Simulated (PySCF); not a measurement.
A calculation to check before its numbers are used.

A core-ionisation job on C7H13NSi, SMILES `C#CCC(C)(C)[SiH2]N=C`. Level of theory: delta-SCF UKS SCAN, pcX-2 on the ionised atom, pcseg-1 elsewhere, spin-free X2C (PySCF 2.14.0).

Driver input (Å, PBE0-D3(BJ)/def2-SVP geometry):

```
{"job": {"kind": "xps"}, "charge": 0, "multiplicity": 1}
C      3.3291     1.3852     0.6642
C      2.2140     1.2986     0.1975
C      0.8735     1.1612    -0.3608
C      0.3245    -0.2845    -0.3089
C      1.1977    -1.2255    -1.1423
C      0.2404    -0.7742     1.1392
Si    -1.4218    -0.2704    -1.0502
N     -2.3910     0.8634    -0.1181
C     -3.4640     0.5954     0.4883
H      4.3171     1.4766     1.0751
H      0.8907     1.5161    -1.4067
H      0.1843     1.8349     0.1769
H      0.8016    -2.2536    -1.1351
H      2.2221    -1.2593    -0.7353
H      1.2686    -0.8974    -2.1921
H     -0.1602    -1.7992     1.1919
H      1.2415    -0.7803     1.6017
H     -0.4058    -0.1249     1.7511
H     -1.3865     0.2317    -2.4571
H     -1.9965    -1.6602    -1.0252
H     -3.9886     1.3729     1.0760
H     -3.9572    -0.4016     0.4848
```

Output:

```
ground state, core basis on atom 0 (C), 226 functions
  cycle   1  E = -619.06103349  |g| = 6.75e-01
  cycle   2  E = -618.87136223  |g| = 1.07e+00
  cycle   3  E = -619.15970517  |g| = 3.01e-01
  cycle   4  E = -619.18098055  |g| = 7.06e-02
  cycle   5  E = -619.18167562  |g| = 4.94e-02
  cycle   6  E = -619.18225498  |g| = 1.71e-02
  cycle   7  E = -619.18232256  |g| = 4.51e-03
  cycle   8  E = -619.18232587  |g| = 1.76e-03
  cycle   9  E = -619.18232590  |g| = 4.76e-04
  E(ground) = -619.23424559 Eh
hole in C 1s of atom 0
  cycle   1  E = -607.95026987  |g| = 1.50e+00
  cycle   2  E = -602.76082165  |g| = 2.70e+00
  cycle   3  E = -604.81030572  |g| = 1.80e+00
  cycle   4  E = -608.45117594  |g| = 3.81e-01
  cycle   5  E = -608.40279482  |g| = 5.10e-01
  ... (4 cycles left out)
  cycle  10  E = -608.53196251  |g| = 5.86e-03
  cycle  11  E = -608.53201890  |g| = 5.16e-03
  cycle  12  E = -608.53203970  |g| = 2.50e-03
  cycle  13  E = -608.53204347  |g| = 6.29e-04
  cycle  14  E = -608.53204465  |g| = 2.91e-04
  E(ion) = -608.58262985 Eh   <S^2> = 0.8281   hole on atom = 1.000   binding energy = 289.845 eV
ground state, core basis on atom 1 (C), 226 functions
  cycle   1  E = -619.18229806  |g| = 6.55e-02
  cycle   2  E = -619.18025822  |g| = 9.48e-02
  cycle   3  E = -619.18203072  |g| = 4.71e-02
  cycle   4  E = -619.18259523  |g| = 8.66e-03
  cycle   5  E = -619.18261323  |g| = 1.67e-03
  cycle   6  E = -619.18261362  |g| = 4.88e-04
  E(ground) = -619.23469574 Eh
hole in C 1s of atom 1
  cycle   1  E = -607.93834086  |g| = 1.51e+00
  cycle   2  E = -601.75809962  |g| = 2.91e+00
  cycle   3  E = -604.88033998  |g| = 1.79e+00
  cycle   4  E = -608.42932085  |g| = 3.58e-01
  cycle   5  E = -608.29372204  |g| = 6.22e-01
  ... (5 cycles left out)
  cycle  11  E = -608.51218612  |g| = 5.60e-03
  cycle  12  E = -608.51222843  |g| = 2.70e-03
  cycle  13  E = -608.51223493  |g| = 1.36e-03
  cycle  14  E = -608.51223604  |g| = 7.33e-04
  cycle  15  E = -608.51223715  |g| = 2.51e-04
  E(ion) = -608.56272308 Eh   <S^2> = 0.8708   hole on atom = 1.000   binding energy = 290.399 eV
ground state, core basis on atom 2 (C), 226 functions
  cycle   1  E = -619.17844157  |g| = 6.01e-02
  cycle   2  E = -619.17780873  |g| = 5.43e-02
  cycle   3  E = -619.17772262  |g| = 5.68e-02
  cycle   4  E = -619.17856095  |g| = 1.07e-02
  cycle   5  E = -619.17858816  |g| = 1.23e-03
  cycle   6  E = -619.17858774  |g| = 4.23e-04
  E(ground) = -619.22950156 Eh
hole in C 1s of atom 2
  cycle   1  E = -607.90853122  |g| = 1.52e+00
  cycle   2  E = -605.65886862  |g| = 2.44e+00
... (17 lines left out)
  E(ground) = -619.23136451 Eh
hole in C 1s of atom 3
  cycle   1  E = -607.92137457  |g| = 1.53e+00
  cycle   2  E = -606.43937431  |g| = 2.31e+00
  cycle   3  E = -608.38086361  |g| = 5.20e-01
  cycle   4  E = -608.33400224  |g| = 5.69e-01
  cycle   5  E = -608.51069114  |g| = 1.28e-01
  ... (2 cycles left out)
  cycle   8  E = -608.51889845  |g| = 9.63e-03
  cycle   9  E = -608.51894371  |g| = 3.18e-03
  cycle  10  E = -608.51894972  |g| = 1.62e-03
  cycle  11  E = -608.51895459  |g| = 7.38e-04
  cycle  12  E = -608.51895592  |g| = 4.48e-04
  E(ion) = -608.56824297 Eh   <S^2> = 0.7729   hole on atom = 1.000   binding energy = 290.158 eV
ground state, core basis on atom 4 (C), 226 functions
  cycle   1  E = -619.17766391  |g| = 5.71e-02
  cycle   2  E = -619.17761448  |g| = 2.00e-02
  cycle   3  E = -619.17753635  |g| = 2.63e-02
  cycle   4  E = -619.17768155  |g| = 1.03e-02
  cycle   5  E = -619.17770983  |g| = 6.50e-04
  cycle   6  E = -619.17771189  |g| = 2.60e-04
  E(ground) = -619.22855876 Eh
hole in C 1s of atom 4
  cycle   1  E = -607.93805116  |g| = 1.51e+00
  cycle   2  E = -606.06381955  |g| = 2.29e+00
  cycle   3  E = -608.31087002  |g| = 6.01e-01
  cycle   4  E = -608.36407119  |g| = 5.31e-01
  cycle   5  E = -608.49167405  |g| = 1.74e-01
  ... (2 cycles left out)
  cycle   8  E = -608.50704392  |g| = 1.64e-02
  cycle   9  E = -608.50717735  |g| = 4.49e-03
  cycle  10  E = -608.50719042  |g| = 1.76e-03
  cycle  11  E = -608.50719192  |g| = 8.02e-04
  cycle  12  E = -608.50719279  |g| = 3.28e-04
  E(ion) = -608.55643407 Eh   <S^2> = 0.7678   hole on atom = 1.000   binding energy = 290.403 eV
ground state, core basis on atom 6 (Si), 237 functions
  cycle   1  E = -619.27599522  |g| = 2.87e-01
  cycle   2  E = -619.27594999  |g| = 4.37e-02
  cycle   3  E = -619.27540318  |g| = 5.84e-02
  cycle   4  E = -619.27608989  |g| = 2.47e-02
  cycle   5  E = -619.27622701  |g| = 4.67e-03
  cycle   6  E = -619.27623231  |g| = 1.73e-03
  cycle   7  E = -619.27623351  |g| = 2.77e-04
  E(ground) = -619.28648176 Eh
hole in Si 1s of atom 6
  cycle   1  E = -550.35011262  |g| = 4.35e+00
  cycle   2  E = -545.78312662  |g| = 3.27e+00
  cycle   3  E = -524.35249764  |g| = 5.01e+00
  cycle   4  E = -550.99320639  |g| = 8.06e-01
  cycle   5  E = -551.09370616  |g| = 7.76e-01
  ... (3 cycles left out)
  cycle   9  E = -551.41774775  |g| = 3.24e-02
  cycle  10  E = -551.41827389  |g| = 8.26e-03
  cycle  11  E = -551.41830867  |g| = 2.50e-03
  cycle  12  E = -551.41831226  |g| = 1.00e-03
  cycle  13  E = -551.41831224  |g| = 2.86e-04
  E(ion) = -551.43559646 Eh   <S^2> = 0.7523   hole on atom = 1.000   binding energy = 1846.317 eV
hole in Si 2p of atom 6
  cycle   1  E = -615.00855187  |g| = 1.24e+00
  cycle   2  E = -612.09871288  |g| = 2.19e+00
  cycle   3  E = -614.80456468  |g| = 9.16e-01
  cycle   4  E = -615.31162064  |g| = 2.46e-01
  cycle   5  E = -615.27739067  |g| = 3.60e-01
  cycle   6  E = -615.34070038  |g| = 5.79e-02
  cycle   7  E = -615.34179326  |g| = 3.83e-02
  cycle   8  E = -615.34246716  |g| = 1.22e-02
  cycle   9  E = -615.34254545  |g| = 4.02e-03
  cycle  10  E = -615.34255420  |g| = 9.87e-04
  cycle  11  E = -615.34255559  |g| = 3.83e-04
  E(ion) = -615.36364307 Eh   <S^2> = 0.7518   hole on atom = 1.003   binding energy = 106.746 eV
  2p3/2 = 106.512 eV   2p1/2 = 107.135 eV
ground state, core basis on atom 7 (N), 226 functions
  cycle   1  E = -619.19318092  |g| = 7.69e-02
  cycle   2  E = -619.19306272  |g| = 3.63e-02
  cycle   3  E = -619.19280675  |g| = 5.02e-02
  cycle   4  E = -619.19333599  |g| = 9.99e-03
  cycle   5  E = -619.19336496  |g| = 9.90e-04
  cycle   6  E = -619.19336344  |g| = 2.91e-04
  E(ground) = -619.24295110 Eh
hole in N 1s of atom 7
  cycle   1  E = -603.61153003  |g| = 1.86e+00
  cycle   2  E = -601.18908954  |g| = 2.48e+00
  cycle   3  E = -603.81161708  |g| = 8.89e-01
  cycle   4  E = -604.29045048  |g| = 3.28e-01
  cycle   5  E = -604.30463093  |g| = 2.44e-01
  ... (10 cycles left out)
  cycle  16  E = -604.33479728  |g| = 1.88e-03
  cycle  17  E = -604.33479822  |g| = 1.44e-03
  cycle  18  E = -604.33479808  |g| = 1.45e-03
  cycle  19  E = -604.33479953  |g| = 1.03e-03
  cycle  20  E = -604.33480169  |g| = 1.66e-04
  E(ion) = -604.38325506 Eh   <S^2> = 0.8106   hole on atom = 1.000   binding energy = 404.353 eV
ground state, core basis on atom 8 (C), 226 functions
  cycle   1  E = -619.18031784  |g| = 5.65e-02
  cycle   2  E = -619.18026641  |g| = 2.02e-02
  cycle   3  E = -619.18004208  |g| = 3.67e-02
  cycle   4  E = -619.18035975  |g| = 5.23e-03
  cycle   5  E = -619.18036483  |g| = 9.69e-04
  cycle   6  E = -619.18036613  |g| = 7.08e-04
  cycle   7  E = -619.18036462  |g| = 7.94e-05
  E(ground) = -619.23152111 Eh
hole in C 1s of atom 8
  cycle   1  E = -607.87171419  |g| = 1.50e+00
  cycle   2  E = -601.70971612  |g| = 2.77e+00
  cycle   3  E = -600.31408378  |g| = 2.67e+00
  cycle   4  E = -608.37271166  |g| = 3.44e-01
  cycle   5  E = -608.33300610  |g| = 4.96e-01
  ... (8 cycles left out)
  cycle  14  E = -608.45488831  |g| = 3.18e-03
  cycle  15  E = -608.45490160  |g| = 1.93e-03
  cycle  16  E = -608.45490762  |g| = 1.82e-03
  cycle  17  E = -608.45490927  |g| = 1.73e-03
  cycle  18  E = -608.45491357  |g| = 4.34e-04
  E(ion) = -608.50457897 Eh   <S^2> = 0.9046   hole on atom = 1.000   binding energy = 291.895 eV
```

The program numbers atoms from 0. E(ground) and E(ion) are re-evaluated on a finer grid than the cycles, so they differ from the last cycles; that is no fault. The 2p3/2 and 2p1/2 values come from a spin–orbit splitting computed afterwards; their 2:1 mean is the average over the three 2p orbitals and can differ from the one hole solved.

Question: Do all binding energies of this run deserve the same trust?

Answer: No. Every hole passed the driver's convergence checks (|g| < 5e-4, core orbital emptied to over 0.9), but ⟨S²⟩ is 0.905 for C1s on atom 8 and 0.871 for C1s on atom 1, against 0.75 for a pure doublet, so the unrestricted ion state holds higher spin components.

Question: What would you do next?

Answer: Recompute such holes with a restricted open-shell or spin-projected scheme and compare; until then these binding energies are doubtful.
